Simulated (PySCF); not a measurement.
Compound: C5H9O3S (charge -1).
SMILES: `CC[C@@H]1C[C@@H]1S(=O)(=O)[O-]`

Torsions of this conformer, `[CH3:1][CH2:2][C@@H:3]1[CH2:4][C@@H:5]1[S:6](=[O:7])(=[O:8])[O-:9]`: C1–C2–C3–C4 152°, C4–C5–S6–O7 -27°.

The closed-shell ground state was solved at several levels (PySCF, density fitting, gas phase, non-relativistic). Isolated species at its PBE0-D3(BJ)/def2-SVP geometry (one conformer only). The geometry's basis has no diffuse functions, a weakness for an anion. No diffuse functions stand in pcSseg-1, which bears on an anion's orbital energies.

```json
{"level": "mPW1PW91/pcSseg-1", "basis functions": "205", "HOMO (eV)": "-2.24", "LUMO (eV)": "4.65", "gap (eV)": "6.89"}
{"level": "CAM-B3LYP/def2-SVPD", "basis functions": "268", "HOMO (eV)": "-4.00", "LUMO (eV)": "4.37", "gap (eV)": "8.37"}
```

Question: Estimate the row for PBE0/pcSseg-1, a basis of 205 functions; the other rows only guide the guess.

Answer: HOMO -2.19 eV, LUMO 4.63 eV, gap 6.82 eV.

Question: Over all these levels, which gives the widest orbital gap and which the narrowest?

Answer: CAM-B3LYP/def2-SVPD (range-separated hybrid) has the widest, 8.37 eV, and PBE0/pcSseg-1 (global hybrid, 25 % exact exchange) the narrowest, 6.82 eV. Functional and basis both differ between the two, so the spread mixes both effects.
